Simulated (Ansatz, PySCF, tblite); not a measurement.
Energy landscape of H3Al, singlet: umbrella (inversion) coordinate, bond length relaxed. Scanned: angle between the Al-H bonds and the threefold axis (90 = planar). Other coordinates (Al-H bond length) were minimised at PBE0/def2-TZVP.

Methods: RKS-LDA (SVWN5)/6-31G* = restricted LDA (SVWN5)/6-31G*, spherical d run with PySCF; RKS-B3LYP/6-31G* = restricted B3LYP/6-31G*, spherical d (PySCF); GFN2-xTB, 300 K electronic temperature (tblite); FCI/cc-pVDZ = full CI/cc-pVDZ, frozen core (Ansatz, a program for electronic structure).

Energies relative to the lowest point of each profile, in kJ/mol; the last columns give the difference from FCI:

```
a / °   RKS-LDA (SVWN5)/6-31G*  RKS-B3LYP/6-31G*  GFN2-xTB  FCI/cc-pVDZ  RKS-LDA (SVWN5)/6-31G* − FCI/cc-pVDZ  RKS-B3LYP/6-31G* − FCI/cc-pVDZ  GFN2-xTB − FCI/cc-pVDZ
------  ----------------------  ----------------  --------  -----------  ------------------------------------  ------------------------------  ----------------------
90                         0.0               0.0       0.0          0.0                                   0.0                             0.0                     0.0
92.51                      1.1               1.2       1.3          1.2                                  -0.1                             0.0                     0.1
95.82                      5.7               6.3       7.1          6.5                                  -0.8                            -0.3                     0.6
99.06                     13.8              15.3      17.0         15.8                                  -2.0                            -0.6                     1.2
102.15                    25.0              27.5      30.3         28.5                                  -3.5                            -1.0                     1.8
105.09                    38.7              42.6      46.1         44.0                                  -5.4                            -1.4                     2.1
107.98                    55.1              60.8      64.4         62.6                                  -7.5                            -1.8                     1.9
111.20                    77.1              85.0      88.0         87.2                                 -10.1                            -2.2                     0.8
114.54                   104.0             114.7     115.9        117.2                                 -13.2                            -2.5                    -1.3
117.17                   128.3             141.6     140.2        144.1                                 -15.9                            -2.6                    -3.9
119.64                   153.7             169.6     165.2        172.2                                 -18.5                            -2.5                    -6.9
122.32                   184.3             203.4     194.9        205.7                                 -21.5                            -2.3                   -10.8
126.03                   232.1             256.2     241.3        257.8                                 -25.7                            -1.6                   -16.5
129.35                   280.7             309.8     289.5        310.2                                 -29.5                            -0.4                   -20.7
132                      324.0             357.4     333.6        356.2                                 -32.2                             1.2                   -22.6
```

RKS-LDA (SVWN5)/6-31G* is furthest from FCI/cc-pVDZ at 132 (-32.2 kJ/mol, below); its mean absolute difference over the points is 12.4 kJ/mol.

RKS-B3LYP/6-31G* is furthest from FCI/cc-pVDZ at 117.17 (-2.6 kJ/mol, below); its mean absolute difference over the points is 1.4 kJ/mol.

GFN2-xTB is furthest from FCI/cc-pVDZ at 132 (-22.6 kJ/mol, below); its mean absolute difference over the points is 6.1 kJ/mol.
